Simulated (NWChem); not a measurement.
Species: C$_{3}$H$_{5}$Br; SMILES C(=C/Br)/C

This build's default masses of Se (78.918 u) and Br (79.917 u) are each other's, which moves their modes by up to 0.6 %. B3LYP is NWChem's, with the RPA form of VWN correlation.

### Question
Give the equilibrium geometry at B3LYP/6-31G* (spherical d) (NWChem) as a Z-matrix, with the point group.

### Answer
point group Cs; any orientation.
```
C
C 1 1.3312
H 2 1.0827 1 123.73
H 1 1.0913 2 114.91 3 0.00
C 1 1.4976 4 116.43 2 180.00
H 5 1.0924 1 111.92 4 180.00
H 5 1.0978 6 108.45 1 122.19
H 5 1.0978 6 108.45 7 115.62
Br 2 1.9177 3 111.48 1 180.00
```
